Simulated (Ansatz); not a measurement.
Harmonic vibrations of AlClH$_{6}$SSi$_{2}$ by finite differences.

```yaml
crystal:
  periodic: [false, false, false]
  atoms:
    - {symbol: Si, position_ang: [-1.556498, 0.488112, 1.373879]}
    - {symbol: Si, position_ang: [0.006147, -0.829963, 0.242170]}
    - {symbol: S, position_ang: [1.794478, 0.611154, 0.063935]}
    - {symbol: Al, position_ang: [0.757518, -0.339583, -1.974312]}
    - {symbol: Cl, position_ang: [-0.322785, 1.195666, -2.939620]}
    - {symbol: H, position_ang: [-1.694422, 1.773616, 0.642645]}
    - {symbol: H, position_ang: [-2.866354, -0.215573, 1.389678]}
    - {symbol: H, position_ang: [-1.125922, 0.754275, 2.772101]}
    - {symbol: H, position_ang: [0.520972, -1.926198, 1.111909]}
    - {symbol: H, position_ang: [2.726418, -0.358727, 0.075907]}
    - {symbol: H, position_ang: [1.825849, -1.209780, -2.737891]}
basis:
  gaussian: {orbitals: def2-TZVP}
hamiltonian: {xc: pbe0, dispersion: d4}
phonons: {temperatures: {t_min: 298.15, t_max: 900, t_step: 200}}
```

```sh
$ ansatz run in.yaml --threads 4 --pin off --events-out ev --progress --plain
```

Output, abridged:

```
Functional definition: PBE0
mean field -45794.31534412 eV, -1682.9100483946 hartree, gradient 6.3e-5 eV, S^2 0.000000; 0 other end points of the search recorded, 0 dependent functions left out
mean field -45794.31522329 eV, -1682.9100439540 hartree, gradient 1.5e-6 eV, S^2 0.000000; 0 other end points of the search recorded, 0 dependent functions left out
mean field -45794.31531359 eV, -1682.9100472726 hartree, gradient 1.7e-6 eV, S^2 0.000000; 0 other end points of the search recorded, 0 dependent functions left out
mean field -45794.31526889 eV, -1682.9100456300 hartree, gradient 1.7e-6 eV, S^2 0.000000; 0 other end points of the search recorded, 0 dependent functions left out
mean field -45794.31525891 eV, -1682.9100452631 hartree, gradient 1.6e-6 eV, S^2 0.000000; 0 other end points of the search recorded, 0 dependent functions left out
mean field -45794.31531467 eV, -1682.9100473125 hartree, gradient 1.6e-6 eV, S^2 0.000000; 0 other end points of the search recorded, 0 dependent functions left out
mean field -45794.31520616 eV, -1682.9100433248 hartree, gradient 1.3e-6 eV, S^2 0.000000; 0 other end points of the search recorded, 0 dependent functions left out
mean field -45794.31530207 eV, -1682.9100468492 hartree, gradient 1.4e-6 eV, S^2 0.000000; 0 other end points of the search recorded, 0 dependent functions left out
mean field -45794.31529716 eV, -1682.9100466689 hartree, gradient 1.5e-6 eV, S^2 0.000000; 0 other end points of the search recorded, 0 dependent functions left out
mean field -45794.31526587 eV, -1682.9100455189 hartree, gradient 1.1e-6 eV, S^2 0.000000; 0 other end points of the search recorded, 0 dependent functions left out
mean field -45794.31530881 eV, -1682.9100470970 hartree, gradient 1.2e-6 eV, S^2 0.000000; 0 other end points of the search recorded, 0 dependent functions left out
mean field -45794.31530885 eV, -1682.9100470986 hartree, gradient 1.4e-6 eV, S^2 0.000000; 0 other end points of the search recorded, 0 dependent functions left out
mean field -45794.31525512 eV, -1682.9100451241 hartree, gradient 1.7e-6 eV, S^2 0.000000; 0 other end points of the search recorded, 0 dependent functions left out
mean field -45794.31534185 eV, -1682.9100483113 hartree, gradient 1.3e-6 eV, S^2 0.000000; 0 other end points of the search recorded, 0 dependent functions left out
mean field -45794.31522725 eV, -1682.9100440996 hartree, gradient 1.7e-6 eV, S^2 0.000000; 0 other end points of the search recorded, 0 dependent functions left out
mean field -45794.31529373 eV, -1682.9100465429 hartree, gradient 1.9e-6 eV, S^2 0.000000; 0 other end points of the search recorded, 0 dependent functions left out
mean field -45794.31526894 eV, -1682.9100456317 hartree, gradient 1.4e-6 eV, S^2 0.000000; 0 other end points of the search recorded, 0 dependent functions left out
mean field -45794.31534603 eV, -1682.9100484648 hartree, gradient 1.3e-6 eV, S^2 0.000000; 0 other end points of the search recorded, 0 dependent functions left out
mean field -45794.31532038 eV, -1682.9100475220 hartree, gradient 1.4e-6 eV, S^2 0.000000; 0 other end points of the search recorded, 0 dependent functions left out
mean field -45794.31531440 eV, -1682.9100473023 hartree, gradient 1.2e-6 eV, S^2 0.000000; 0 other end points of the search recorded, 0 dependent functions left out
mean field -45794.31529042 eV, -1682.9100464212 hartree, gradient 1.1e-6 eV, S^2 0.000000; 0 other end points of the search recorded, 0 dependent functions left out
mean field -45794.31528838 eV, -1682.9100463462 hartree, gradient 1.2e-6 eV, S^2 0.000000; 0 other end points of the search recorded, 0 dependent functions left out
mean field -45794.31530947 eV, -1682.9100471212 hartree, gradient 1.3e-6 eV, S^2 0.000000; 0 other end points of the search recorded, 0 dependent functions left out
mean field -45794.31525979 eV, -1682.9100452957 hartree, gradient 1.6e-6 eV, S^2 0.000000; 0 other end points of the search recorded, 0 dependent functions left out
mean field -45794.31531804 eV, -1682.9100474363 hartree, gradient 1.4e-6 eV, S^2 0.000000; 0 other end points of the search recorded, 0 dependent functions left out
mean field -45794.31531263 eV, -1682.9100472374 hartree, gradient 1.6e-6 eV, S^2 0.000000; 0 other end points of the search recorded, 0 dependent functions left out
mean field -45794.31534754 eV, -1682.9100485203 hartree, gradient 1.7e-6 eV, S^2 0.000000; 0 other end points of the search recorded, 0 dependent functions left out
mean field -45794.31535008 eV, -1682.9100486135 hartree, gradient 2.0e-6 eV, S^2 0.000000; 0 other end points of the search recorded, 0 dependent functions left out
mean field -45794.31528646 eV, -1682.9100462758 hartree, gradient 1.9e-6 eV, S^2 0.000000; 0 other end points of the search recorded, 0 dependent functions left out
mean field -45794.31525107 eV, -1682.9100449749 hartree, gradient 1.5e-6 eV, S^2 0.000000; 0 other end points of the search recorded, 0 dependent functions left out
mean field -45794.31541239 eV, -1682.9100509034 hartree, gradient 1.5e-6 eV, S^2 0.000000; 0 other end points of the search recorded, 0 dependent functions left out
mean field -45794.31532433 eV, -1682.9100476673 hartree, gradient 1.5e-6 eV, S^2 0.000000; 0 other end points of the search recorded, 0 dependent functions left out
mean field -45794.31535223 eV, -1682.9100486926 hartree, gradient 1.5e-6 eV, S^2 0.000000; 0 other end points of the search recorded, 0 dependent functions left out
mean field -45794.31530597 eV, -1682.9100469927 hartree, gradient 2.5e-6 eV, S^2 0.000000; 0 other end points of the search recorded, 0 dependent functions left out
mean field -45794.31529555 eV, -1682.9100466097 hartree, gradient 2.0e-6 eV, S^2 0.000000; 0 other end points of the search recorded, 0 dependent functions left out
mean field -45794.31533837 eV, -1682.9100481835 hartree, gradient 1.8e-6 eV, S^2 0.000000; 0 other end points of the search recorded, 0 dependent functions left out
mean field -45794.31531415 eV, -1682.9100472932 hartree, gradient 2.0e-6 eV, S^2 0.000000; 0 other end points of the search recorded, 0 dependent functions left out
mean field -45794.31529457 eV, -1682.9100465738 hartree, gradient 1.7e-6 eV, S^2 0.000000; 0 other end points of the search recorded, 0 dependent functions left out
mean field -45794.31530515 eV, -1682.9100469625 hartree, gradient 1.9e-6 eV, S^2 0.000000; 0 other end points of the search recorded, 0 dependent functions left out
mean field -45794.31532816 eV, -1682.9100478081 hartree, gradient 1.8e-6 eV, S^2 0.000000; 0 other end points of the search recorded, 0 dependent functions left out
mean field -45794.31532697 eV, -1682.9100477642 hartree, gradient 1.8e-6 eV, S^2 0.000000; 0 other end points of the search recorded, 0 dependent functions left out
mean field -45794.31534090 eV, -1682.9100482761 hartree, gradient 1.3e-6 eV, S^2 0.000000; 0 other end points of the search recorded, 0 dependent functions left out
mean field -45794.31533580 eV, -1682.9100480890 hartree, gradient 1.6e-6 eV, S^2 0.000000; 0 other end points of the search recorded, 0 dependent functions left out
mean field -45794.31532263 eV, -1682.9100476047 hartree, gradient 1.8e-6 eV, S^2 0.000000; 0 other end points of the search recorded, 0 dependent functions left out
mean field -45794.31534639 eV, -1682.9100484779 hartree, gradient 1.6e-6 eV, S^2 0.000000; 0 other end points of the search recorded, 0 dependent functions left out
mean field -45794.31534046 eV, -1682.9100482601 hartree, gradient 1.4e-6 eV, S^2 0.000000; 0 other end points of the search recorded, 0 dependent functions left out
mean field -45794.31533352 eV, -1682.9100480051 hartree, gradient 1.5e-6 eV, S^2 0.000000; 0 other end points of the search recorded, 0 dependent functions left out
mean field -45794.31530268 eV, -1682.9100468718 hartree, gradient 2.4e-6 eV, S^2 0.000000; 0 other end points of the search recorded, 0 dependent functions left out
mean field -45794.31528635 eV, -1682.9100462714 hartree, gradient 2.1e-6 eV, S^2 0.000000; 0 other end points of the search recorded, 0 dependent functions left out
mean field -45794.31533068 eV, -1682.9100479007 hartree, gradient 1.8e-6 eV, S^2 0.000000; 0 other end points of the search recorded, 0 dependent functions left out
mean field -45794.31533598 eV, -1682.9100480953 hartree, gradient 1.6e-6 eV, S^2 0.000000; 0 other end points of the search recorded, 0 dependent functions left out
mean field -45794.31530306 eV, -1682.9100468857 hartree, gradient 1.8e-6 eV, S^2 0.000000; 0 other end points of the search recorded, 0 dependent functions left out
mean field -45794.31532283 eV, -1682.9100476121 hartree, gradient 2.1e-6 eV, S^2 0.000000; 0 other end points of the search recorded, 0 dependent functions left out
mean field -45794.31532746 eV, -1682.9100477825 hartree, gradient 2.3e-6 eV, S^2 0.000000; 0 other end points of the search recorded, 0 dependent functions left out
mean field -45794.31531894 eV, -1682.9100474693 hartree, gradient 2.0e-6 eV, S^2 0.000000; 0 other end points of the search recorded, 0 dependent functions left out
mean field -45794.31531737 eV, -1682.9100474115 hartree, gradient 8.5e-7 eV, S^2 0.000000; 0 other end points of the search recorded, 0 dependent functions left out
mean field -45794.31528653 eV, -1682.9100462783 hartree, gradient 2.7e-6 eV, S^2 0.000000; 0 other end points of the search recorded, 0 dependent functions left out
mean field -45794.31529464 eV, -1682.9100465761 hartree, gradient 8.3e-7 eV, S^2 0.000000; 0 other end points of the search recorded, 0 dependent functions left out
mean field -45794.31530472 eV, -1682.9100469468 hartree, gradient 1.0e-6 eV, S^2 0.000000; 0 other end points of the search recorded, 0 dependent functions left out
mean field -45794.31534907 eV, -1682.9100485765 hartree, gradient 2.5e-6 eV, S^2 0.000000; 0 other end points of the search recorded, 0 dependent functions left out
mean field -45794.31533493 eV, -1682.9100480570 hartree, gradient 2.6e-6 eV, S^2 0.000000; 0 other end points of the search recorded, 0 dependent functions left out
mean field -45794.31533226 eV, -1682.9100479587 hartree, gradient 1.4e-6 eV, S^2 0.000000; 0 other end points of the search recorded, 0 dependent functions left out
mean field -45794.31531382 eV, -1682.9100472813 hartree, gradient 1.2e-6 eV, S^2 0.000000; 0 other end points of the search recorded, 0 dependent functions left out
mean field -45794.31531739 eV, -1682.9100474122 hartree, gradient 1.2e-6 eV, S^2 0.000000; 0 other end points of the search recorded, 0 dependent functions left out
mean field -45794.31534047 eV, -1682.9100482606 hartree, gradient 1.2e-6 eV, S^2 0.000000; 0 other end points of the search recorded, 0 dependent functions left out
mean field -45794.31531276 eV, -1682.9100472421 hartree, gradient 1.2e-6 eV, S^2 0.000000; 0 other end points of the search recorded, 0 dependent functions left out
mean field -45794.31534940 eV, -1682.9100485888 hartree, gradient 1.3e-6 eV, S^2 0.000000; 0 other end points of the search recorded, 0 dependent functions left out
Total energy: -45794.63902358 eV, -1682.9219433955 hartree
Atom 0 at    -1.556498     0.488112     1.373879 Å, force     0.002149    -0.000127     0.001183 eV/Å
Atom 1 at     0.006147    -0.829963     0.242170 Å, force    -0.001081     0.001411     0.000236 eV/Å
Atom 2 at     1.794478     0.611154     0.063935 Å, force    -0.002810     0.004561    -0.002434 eV/Å
Atom 3 at     0.757518    -0.339583    -1.974312 Å, force    -0.000298    -0.001023     0.000161 eV/Å
Atom 4 at    -0.322785     1.195666    -2.939620 Å, force     0.000693     0.000196     0.001203 eV/Å
Atom 5 at    -1.694422     1.773616     0.642645 Å, force     0.000164    -0.000808     0.000073 eV/Å
Atom 6 at    -2.866354    -0.215573     1.389678 Å, force     0.001141    -0.000597    -0.001109 eV/Å
Atom 7 at    -1.125922     0.754275     2.772101 Å, force    -0.001118    -0.000111    -0.000243 eV/Å
Atom 8 at     0.520972    -1.926198     1.111909 Å, force    -0.000769    -0.000007     0.000070 eV/Å
Atom 9 at     2.726418    -0.358727     0.075907 Å, force     0.002210    -0.003311     0.001416 eV/Å
Atom 10 at     1.825849    -1.209780    -2.737891 Å, force    -0.000281    -0.000184    -0.000558 eV/Å
Dipole moment:     0.159340    -0.317893     0.470926 e Å
Vibrations: 43.88 78.82 100.53 107.72 141.37 205.40 341.43 369.00 405.29 456.54 485.76 494.33 513.81 529.69 603.97 614.73 680.47 709.14 867.26 931.14 935.49 1957.25 2195.68 2218.12 2229.96 2239.30 2702.30 cm⁻¹, zero-point energy 1.435637 eV
```

Hardware: 4 threads of a server CPU on a shared host. Wall time 2.1 min, peak host memory 0.81 GiB.
